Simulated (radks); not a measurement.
Values are calculated unless marked as measured or tabulated.
Effect of the nuclear size on neutral barium, [Xe] 6s2. Code: a radial shooting solver on a logarithmic mesh with Libxc functionals. Model: Dirac Kohn-Sham, relativistic LDA (MacDonald-Vosko exchange, VWN5 correlation), spin-unpolarised, spherical densities, finite nucleus; Fermi nuclear charge, rms radius 4.8378 fm. The rms radius is varied about that value; shifts are against it.

rms radius (fm),total energy shift (eV),density at nucleus (e/bohr^3),1s1/2 shift (meV),2s1/2 shift (meV),4p1/2 shift (meV),5s1/2 shift (meV),5p1/2 shift (meV),6p1/2 (empty) shift (meV)
3.8799,-2.98,3.327e+05,-1230,-148,0.590,-0.932,0.230,0.056
4.354,-1.57,3.254e+05,-651,-78.3,0.311,-0.492,0.122,0.030
4.8378,0,3.189e+05,0.000,0.000,0.000,0.000,0.000,0.000
5.249,1.44,3.139e+05,597,71.7,-0.285,0.450,-0.111,-0.027
5.4909,2.33,3.112e+05,966,116,-0.461,0.729,-0.180,-0.044

Slopes of the eigenvalues against <r^2> in GHz/fm^2, as finite differences over the two radii next to the reference (eigenvalue slopes, not the field-shift constants of lines): 1s1/2 35100, 2s1/2 4220, 4p1/2 -16.8, 5s1/2 26.5, 5p1/2 -6.55, 6p1/2 (empty) -1.59.
